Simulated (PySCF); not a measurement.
1,3-dibromopropa-1,2-diene (C3H2Br2), SMILES C(Br)=C=CBr. The structure is a stationary point at B3LYP-D3(BJ)/def2-SVP.

Computed equilibrium geometry at B3LYP-D3(BJ)/def2-SVP (PySCF confirms it by a frequency run) as bond lengths and angles, and its point group:
point group C2.
Atoms: Br1 C2 C3 C4 Br5 H6 H7. Bonds (Å): Br1–C2 1.908, C2–C3 1.305, C2–H6 1.093, C3–C4 1.305, C4–Br5 1.908, C4–H7 1.093. Angles (°): Br1–C2–C3 122.8, Br1–C2–H6 113.2, C3–C2–H6 124.0, C2–C3–C4 179.5, C3–C4–Br5 122.8, C3–C4–H7 124.0, Br5–C4–H7 113.2.
Charge 0, spin multiplicity 1.
